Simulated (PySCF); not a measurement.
A ladder of Hamiltonians for La³⁹⁺ (lanthanum, charge +39)

Occupied: 1s1/2, 2s1/2, 2p1/2, 2p3/2, 3s1/2, 3p1/2, 3p3/2. Hartree-Fock calculated with PySCF 2.14 in an uncontracted even-tempered set (20 s from 3.6 bohr⁻², ratio 2.3; 16 p from 4.3 bohr⁻², ratio 2.3), Gaussian nucleus throughout. NR is non-relativistic, sf-X2C the spin-free one-electron X2C Hamiltonian, X2C adds the bare one-electron spin-orbit term, X2C-SNSO screens it by Boettger's factors, DC is four-component Dirac-Coulomb, and the Gaunt term is added at first order (total energies over the DC spinors, levels after relaxing the spinors in that mean field). QED terms are absent. Levels marked empty are virtual spinors of this ion; the basis has s and p functions only, so 3d, which can lie below the n = 4 levels, is absent.

```csv
level (eV),NR,sf-X2C,X2C,X2C-SNSO
1s1/2,-39540.8,-41341.9,-41336.9,-41337.3
2s1/2,-8005.8,-8486.3,-8484.8,-8484.9
2p1/2,-7689.3,-7835.1,-8141.1,-8129.3
2p3/2,-7689.3,-7835.1,-7700.5,-7705.0
3s1/2,-3062.5,-3199.9,-3199.5,-3199.5
3p1/2,-2930.4,-2983.6,-3057.3,-3054.5
3p3/2,-2930.4,-2983.6,-2950.8,-2951.9
4s1/2 (empty),-1535.5,-1587.7,-1587.6,-1587.6
4p1/2 (empty),-1485.6,-1508.2,-1534.2,-1533.2
4p3/2 (empty),-1485.6,-1508.2,-1496.6,-1496.9
```

Task: Where do the four-component calculations put these levels?

Result: 1s1/2: DC -41375.4, DC+Gaunt -41269.1; 2s1/2: DC -8489.6, DC+Gaunt -8478.6; 2p1/2: DC -8131.1, DC+Gaunt -8113.1; 2p3/2: DC -7708.8, DC+Gaunt -7696.1; 3s1/2: DC -3200.6, DC+Gaunt -3198.1; 3p1/2: DC -3054.9, DC+Gaunt -3050.7; 3p3/2: DC -2952.7, DC+Gaunt -2949.8; 4s1/2 (empty): DC -1588.0, DC+Gaunt -1587.1; 4p1/2 (empty): DC -1533.4, DC+Gaunt -1531.9; 4p3/2 (empty): DC -1497.2, DC+Gaunt -1496.1 (eV).

```json
{"Hamiltonian": "NR", "E (hartree)": "-6973.1082", "E − E(DC) (hartree)": "268.1535", "CPU seconds": "0.65"}
{"Hamiltonian": "sf-X2C", "E (hartree)": "-7235.5270", "E − E(DC) (hartree)": "5.7346", "CPU seconds": "0.69"}
{"Hamiltonian": "X2C", "E (hartree)": "-7239.1911", "E − E(DC) (hartree)": "2.0705", "CPU seconds": "0.57"}
{"Hamiltonian": "X2C-SNSO", "E (hartree)": "-7238.9279", "E − E(DC) (hartree)": "2.3337", "CPU seconds": "0.47"}
{"Hamiltonian": "DC", "E (hartree)": "-7241.2616", "E − E(DC) (hartree)": "0.0000", "CPU seconds": "35"}
{"Hamiltonian": "DC+Gaunt", "E (hartree)": "-7234.2224", "E − E(DC) (hartree)": "7.0392", "CPU seconds": "56"}
```

Weight of the small component: 1s1/2 0.0444, 2s1/2 0.00986, 2p1/2 0.00981, 2p3/2 0.00927, 3s1/2 0.00357, 3p1/2 0.00349, 3p3/2 0.00336, 4s1/2 0.00167, 4p1/2 0.00164, 4p3/2 0.00159.

Koopmans' value for the highest occupied level at DC+Gaunt: 2949.8 eV, against an ionisation energy of 2950 ± 4 eV (theoretical estimate listed by NIST; NIST Atomic Spectra Database, ionization energies); the former lacks relaxation, correlation, QED and recoil.

The whole ladder took 100 s of wall time on 1 thread of Intel(R) Xeon(R) Platinum 8259CL CPU @ 2.50GHz (shared host), launched as `OMP_NUM_THREADS=1 python relrun2.py TASK.json OUT` (a driver that calls PySCF for each Hamiltonian).
